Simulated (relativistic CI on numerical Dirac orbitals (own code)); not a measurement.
**Rb5+: computed level list**

Calculated at this level of theory: Dirac-Coulomb-Breit CI, orbitals from a KLI potential per configuration, model QED (radiative potential, 1s self-energy scaled to tabulated hydrogen-like ionisation energies), valence Slater integrals scaled by 0.9, configuration energies shifted to the measured levels that pair with them (semi-empirical) (own radial code, finite nucleus).

CI space (outside the closed core [Ar] 3d10): 4s2 4p2, 4s 4p3, 4s2 4p 4d, 4p4, 4s2 4d2, 4s 4p2 4d, 4s2 4p 4f, 4s2 4p 5s, 4s 4p2 4f, 4p2 4d2, 4s2 4p 5p, 4s2 4f2, 4p3 4d, 4s2 4p 5d, 4s2 4p 6s, 4s 4p2 5s, 4s 4p 4d2, 4s2 4p 6p, 4s2 4d 4f, 4s2 4p 5f, 4s2 4p 5g, 4s 4p2 5p, 4s2 4p 6d, 4p2 4f2, 4s2 4p 6f, 4s2 4d 5s, 4p3 4f, 4s 4p 4d 4f, 4s 4p2 5d, 4s 4p 5s 5p. Levels of other configurations are missing.

The lowest level is 4s2 4p2 3P_0, with 93 % of that term; Hund's rules for 4s2 4p2 give 3P with J = 0, in agreement.

```
No.  Configuration  Term  J   E (eV)   %  Landé g  Lifetime (s)
  1        4s2 4p2    3P  0   0.0000  93                       
  2        4s2 4p2    3P  1   0.6180  97    1.501      4.69e-01
  3        4s2 4p2    3P  2   1.2015  86    1.443      8.01e-01
  4        4s2 4p2    1D  2   2.9264  86    1.057      4.73e-02
  5        4s2 4p2    1S  0   5.5600  92               6.85e-03
  6         4s 4p3   5S°  2  13.8723  98    1.995      1.17e-07
  7         4s 4p3   3D°  1  18.4171  86    0.541      1.08e-09
  8         4s 4p3   3D°  2  18.4324  84    1.189      1.20e-09
  9         4s 4p3   3D°  3  18.6478  90    1.334      1.38e-09
 10         4s 4p3   3P°  0  20.9028  91               4.58e-10
 11         4s 4p3   3P°  1  20.9718  87    1.464      4.58e-10
 12         4s 4p3   3P°  2  21.0570  80    1.464      5.16e-10
 13         4s 4p3   1D°  2  23.5140  61    1.019      2.85e-10
 14         4s 4p3   3S°  1  26.3279  72    1.750      3.30e-11
 15         4s 4p3   1P°  1  27.7164  65    1.245      4.59e-11
 16     4s2 4p 4d‡   3F°  2  27.8953  96    0.672      1.76e-09
 17     4s2 4p 4d‡   3F°  3  28.3278  96    1.085      2.02e-09
 18     4s2 4p 4d‡   3F°  4  28.9895  97    1.250      3.19e-02
 19     4s2 4p 4d‡   3P°  2  30.8442  48    1.285      2.93e-11
 20     4s2 4p 4d‡   3P°  1  31.3294  52    1.095      2.53e-11
 21     4s2 4p 4d‡   1D°  2  31.6930  41    1.138      2.71e-11
 22     4s2 4p 4d‡   3P°  0  31.8081  90               3.09e-11
 23     4s2 4p 4d‡   3D°  1  32.1048  51    0.915      2.31e-11
 24     4s2 4p 4d‡   3D°  3  32.2791  86    1.326      2.06e-11
 25     4s2 4p 4d‡   3D°  2  32.2942  67    1.240      2.20e-11
 26     4s2 4p 4d‡   1F°  3  34.5870  94    1.006      1.85e-11
 27     4s2 4p 4d‡   1P°  1  35.1131  83    0.991      2.79e-11
 28           4p4‡    3P  2  38.9669  56    1.446      2.31e-10
 29     4s2 4p 5s‡   3P°  0  39.1188  99               6.31e-11
 30     4s2 4p 5s‡   3P°  1  39.2812  83    1.420      5.26e-11
 31           4p4‡    3P  1  39.7980  61    1.500      2.23e-10
 32           4p4‡    3P  0  39.9571  59               2.16e-10
 33     4s2 4p 5s‡   3P°  2  40.3910  99    1.501      6.34e-11
 34           4p4‡    1D  2  40.5625  60    1.054      3.87e-10
 35     4s2 4p 5s‡   1P°  1  40.9061  82    1.081      3.04e-11
 36     4s 4p2 4d‡    5F  1  41.2484  96    0.036      1.56e-08
 37     4s 4p2 4d‡    5F  2  41.3840  93    1.030      1.35e-08
 38     4s 4p2 4d‡    5F  3  41.6062  90    1.273      1.27e-08
 39     4s 4p2 4d‡    5F  4  41.9397  90    1.363      6.15e-08
 40     4s 4p2 4d‡    5D  0  42.3847  98               4.80e-09
 41     4s 4p2 4d‡    5F  5  42.3921  98    1.398      2.32e-07
 42     4s 4p2 4d‡    5D  1  42.4314  96    1.470      2.93e-09
 43     4s 4p2 4d‡    5D  2  42.5154  91    1.468      1.80e-09
 44     4s 4p2 4d‡    5D  3  42.6393  85    1.468      1.45e-09
 45     4s 4p2 4d‡    5D  4  42.8349  85    1.473      6.08e-08
 46     4s 4p2 4d‡    3F  2  44.0309  93    0.673      1.15e-09
 47     4s 4p2 4d‡    3F  3  44.3496  90    1.094      1.27e-09
 48           4p4‡    1S  0  44.7896  60               2.82e-10
 49     4s 4p2 4d‡    3F  4  44.8256  87    1.262      2.08e-09
 50     4s2 4p 5p‡    3D  1  45.0058  54    0.745      2.17e-10
 51     4s 4p2 4d‡    5P  3  45.3191  96    1.660      2.22e-11
 52     4s 4p2 4d‡    5P  2  45.5619  97    1.824      2.18e-11
 53     4s 4p2 4d‡    5P  1  45.7055  97    2.476      2.15e-11
 54     4s2 4p 5p‡    3D  1  45.7184  30    1.099      1.77e-10
 55     4s2 4p 5p‡    3D  2  45.7659  80    1.191      1.80e-10
 56     4s2 4p 5p‡    3P  0  45.9149  91               1.61e-10
 57     4s 4p2 4d‡    3P  2  46.2774  68    1.487      3.76e-11
 58     4s2 4p 5p‡    3P  1  46.5280  59    1.262      1.57e-10
 59     4s2 4p 5p‡    3D  3  46.7545  95    1.333      2.03e-10
 60     4s 4p2 4d‡    3P  1  46.8851  67    1.481      3.92e-11
 61     4s2 4p 5p‡    3P  2  46.9084  75    1.415      2.06e-10
 62     4s 4p2 4d‡    3G  3  47.0608  76    0.762      4.38e-09
 63     4s 4p2 4d‡    3G  4  47.2482  79    1.055      2.31e-09
 64     4s 4p2 4d‡    3P  0  47.2740  68               3.83e-11
 65     4s2 4p 5p‡    3S  1  47.3212  85    1.905      1.86e-10
 66     4s 4p2 4d‡    3G  5  47.4784  83    1.202      4.85e-09
 67     4s2 4p 5p‡    1D  2  47.7882  83    1.068      2.23e-10
 68     4s 4p2 4d‡    1F  3  48.4576  51    1.100      1.37e-10
 69     4s 4p2 4d‡    3D  1  48.5014  94    0.533      5.02e-11
 70     4s 4p2 4d‡    3D  2  48.5135  86    1.148      4.47e-11
```

Energies count from the lowest computed level; ° marks odd parity; lifetimes are radiative, by E1, M1, E2 decay to levels of this space only. ‡ marks configurations that were not tied to measured data.

The mean weight of the leading LS term, summed over parents, in these 70 levels is 81 %, and that of the leading jj configuration (from the same eigenvectors) 60 %, so LS coupling describes them better.

Configurations whose levels could be paired with our table of measured levels were shifted onto them, all but the ground configuration, by the median error of their levels; single terms can still be off by 1,000 to 2,000 cm⁻¹ or more, and rates follow the energies as ν³ (E1, M1) or ν⁵ (E2). The others borrow a shift and can be off by several thousand cm⁻¹ or more. 13 of the 13 excited levels that our extract of the measured tables holds in this range could be paired (the sources list more); they are missed by 762 cm⁻¹ on average and 3514 at most, after the shifts were fitted to these levels, and levels without a partner can miss by more.

Landé's interval rule says that E(J) − E(J−1) = AJ with one A. For the ground term the intervals give A = 4984.4, 2353.1 cm⁻¹ for J = 1, 2; the multiplet is regular.

LS names give the leading component of a level, which can be under half, so a name can repeat, a term be missing and a line seem to break the LS rules.
